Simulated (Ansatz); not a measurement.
Ansatz (a quantum-chemistry and plane-wave program) input (CCSD(T)/aug-cc-pV(Q+d)Z):
A basis named .json is the Basis Set Exchange file of that set.

Ansatz 0.2 input:
```yaml
crystal:
  periodic: [false, false, false]
  atoms:
    - {symbol: O, position_ang: [-1.51212406, -0.24523112, 0.09712857]}
    - {symbol: Al, position_ang: [0.02467398, 0.45626519, -0.00763528]}
    - {symbol: O, position_ang: [1.37864559, -0.56648654, -0.07798524]}
    - {symbol: H, position_ang: [-1.66828276, -1.19047481, 0.11946584]}
    - {symbol: H, position_ang: [0.12990355, 2.01734844, -0.03505042]}
    - {symbol: H, position_ang: [2.28544525, -0.26457977, -0.13830341]}
basis:
  gaussian:
    orbitals: aug-cc-pV_Q+d_Z.json
magnetization: {spin_polarized: false}
correlation: {method: ccsd_t, electrons: outside_noble_gas}
```

Output:

```
Functional definition: HF
integrals: 5.83 GiB planned
2342 factors; integrals over basis functions are off by at most 1.1e-3 eV
3.09 GiB of device memory are held for the factors and their scratch space
mean field: 2.67 GiB planned
mean field evaluation 1: about -10704.8649 eV, gradient 5.6e1 eV
mean field evaluation 2: about -10704.8648 eV, gradient 5.6e1 eV
mean field evaluation 4: about -10710.3385 eV, gradient 2.5e0 eV
mean field evaluation 8: about -10710.3686 eV, gradient 1.4e-1 eV
mean field evaluation 16: about -10710.3677 eV, gradient 4.7e-1 eV
mean field -10710.36869822 eV, -393.5987899110 hartree, gradient 1.6e-6 eV, S^2 0.000000; 0 other end points of the search recorded, 0 dependent functions left out
7 core orbitals not correlated
reference -10710.36869822 eV, -393.5987899110 hartree; 9, 9 occupied and 371, 371 virtual orbitals, 2342 factors
second order -16.91402847 eV of doubles, -0.00000000 eV of singles
coupled cluster: 40.38 GiB planned
cycle   1  -16.59333061 eV  change    3.2e-1 eV  update   8.5e-2
cycle   2  -16.95059539 eV  change   -3.6e-1 eV  update   2.6e-2
cycle   3  -17.04788658 eV  change   -9.7e-2 eV  update   1.3e-2
cycle   4  -17.03316503 eV  change    1.5e-2 eV  update   3.0e-3
cycle   5  -17.03176651 eV  change    1.4e-3 eV  update   1.4e-3
cycle   6  -17.03254547 eV  change   -7.8e-4 eV  update   4.0e-4
cycle   7  -17.03238865 eV  change    1.6e-4 eV  update   1.4e-4
cycle   8  -17.03230934 eV  change    7.9e-5 eV  update   4.3e-5
cycle   9  -17.03230685 eV  change    2.5e-6 eV  update   1.6e-5
perturbative correction -0.61731047 eV, -0.0226857414 hartree
Total energy: -10728.01831554 eV, -394.2474013842 hartree
```
